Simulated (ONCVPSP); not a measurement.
Which change was made? (Au, ONCV)

ONCVPSP 4.0.1 input, shortened (lines: element, Z, core and valence counts, functional; n l f; lmax; l rc ep ncon nbas qcut; lloc lpopt rc5 dvloc0; l nproj debl; icmod fcfact rcfact), PBE, scalar-relativistic:

```
  Au 79.00    9    5        4      upf
    1    0    2.00
    2    0    2.00
    2    1    6.00
    3    0    2.00
    3    1    6.00
    3    2   10.00
    4    0    2.00
    4    1    6.00
    4    2   10.00
    4    3   14.00
    5    0    2.00
    5    1    6.00
    5    2   10.00
    6    0    1.00
    3
    0    1.80    0.00    3    7    8.70
    1    1.10    0.00    3    8    8.40
    2    1.95    0.00    4    9    8.70
    3    0.60    0.00    4    8   33.10
    3    5    0.60    0.00
    0    2    3.30
    1    3    2.90
    2    2    3.90
    3    0    1.20
    3    1.50    1.10
```

Cutoffs, loose and tight: the cutoffs (Ha) at which the residual kinetic energy of the hardest occupied pseudo-wave falls to 1 and 0.1 mHa per electron. They do not see the model core or the augmentation charge, which bear on the density cutoff. Test errors are all-electron minus pseudo excitation energies from the reference, over the configurations 4f14 5s2 5p6 5d10 6s0; 4f14 5s2 5p6 5d9 6s0; 4f14 5s2 5p6 5d8 6s0; 4f14 5s2 5p6 5d9 6s2; variants that change the core or the reference have their own tests. The largest error is taken over the tests solved by every variant that gives reliable tests at all, those not shown here included: 4f14 5s2 5p6 5d10 6s0; 4f14 5s2 5p6 5d8 6s0; 4f14 5s2 5p6 5d9 6s0.

The base gives: outcome: generated; cutoff, loose: 417 Ha; cutoff, tight: 459 Ha; bound ghosts: s, p, d; GHOST(+) flags above zero: p; largest test error (meV): -16.

(1) After one change the result is: outcome: generated; cutoff, loose: 353 Ha; cutoff, tight: 393 Ha; bound ghosts: s, p; GHOST(+) flags above zero: d; largest test error (meV): -8.5. Which change was it?
A. all radii but the core radius scaled by about 1.14 (s 2.06, p 1.26, d 2.22, f 0.68 bohr)
B. all radii but the core radius scaled by about 1.25 (s 2.24, p 1.38, d 2.44, f 0.74 bohr)
C. all radii but the core radius scaled by about 0.79 (s 1.42, p 0.88, d 1.54, f 0.48 bohr)

## Answers

(1) B. The others give: all radii but the core radius scaled by about 0.79 (s 1.42, p 0.88, d 1.54, f 0.48 bohr) → outcome: generated; cutoff, loose: 491 Ha; cutoff, tight: 542 Ha; bound ghosts: s, p, d; GHOST(+) flags above zero: p; largest test error (meV): -15 | all radii but the core radius scaled by about 1.14 (s 2.06, p 1.26, d 2.22, f 0.68 bohr) → outcome: generated; cutoff, loose: 348 Ha; cutoff, tight: 383 Ha; bound ghosts: s, p, d; GHOST(+) flags above zero: p; largest test error (meV): -13.
